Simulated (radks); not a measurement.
Results of a calculation; reference values are marked as such.
Question: Yb1.25+, configuration [Xe] 4f14 6s(up 0.75, down 0) (fractional occupations, a model configuration). Level of theory: scalar-relativistic Kohn-Sham, r2SCAN, spin-polarised, spherical densities, finite nucleus; meta-GGA in the generalised Kohn-Sham scheme; Fermi nuclear charge, rms radius 5.3108 fm (a radial shooting solver on a logarithmic mesh with Libxc functionals). Some entries of the table are withheld. Estimate them.

| orbital | occ. | eigenvalue (hartree) | <r> (bohr) |
|---|---|---|---|
| 1s up | 1 | -2253.511 | 0.01966 |
| 1s down | 1 | -2253.511 | 0.01966 |
| 2s up | 1 | -382.9450 | 0.08332 |
| 2s down | 1 | -382.9449 | 0.08332 |
| 2p up | 3 | -337.4392 | 0.07415 |
| 2p down | 3 | -337.4390 | 0.07415 |
| 3s down | 1 | -86.88563 | 0.2164 |
| 3s up | 1 | -86.88540 | 0.2164 |
| 3p down | 3 | -73.09972 | 0.2160 |
| 3p up | 3 | -73.09950 | 0.2160 |
| 3d down | 5 | -56.29568 | 0.1961 |
| 3d up | 5 | -56.29556 | 0.1961 |
| 4s down | 1 | -17.52406 | 0.4881 |
| 4s up | 1 | -17.52382 | 0.4881 |
| 4p down | 3 | -12.97969 | 0.5183 |
| 4p up | 3 | -12.97951 | 0.5183 |
| 4d up | 5 | -6.96928 | 0.5604 |
| 4d down | 5 | -6.96925 | 0.5604 |
| 5s up | 1 | -2.39424 | (1) |
| 5s down | 1 | -2.39368 | (2) |
| 5p up | 3 | -1.36164 | 1.443 |
| 5p down | 3 | -1.36002 | 1.438 |
| 4f up | 7 | -0.42175 | (3) |
| 4f down | 7 | -0.42046 | (4) |
| 6s up | 0.75 | -0.40562 | (5) |
| 6s down | 0 | -0.35018 | (6) |

Answer: 
(1) 5s up <r> (bohr): 1.211
(2) 5s down <r> (bohr): 1.211
(3) 4f up <r> (bohr): 0.7835
(4) 4f down <r> (bohr): 0.7795
(5) 6s up <r> (bohr): 3.506
(6) 6s down <r> (bohr): 3.564
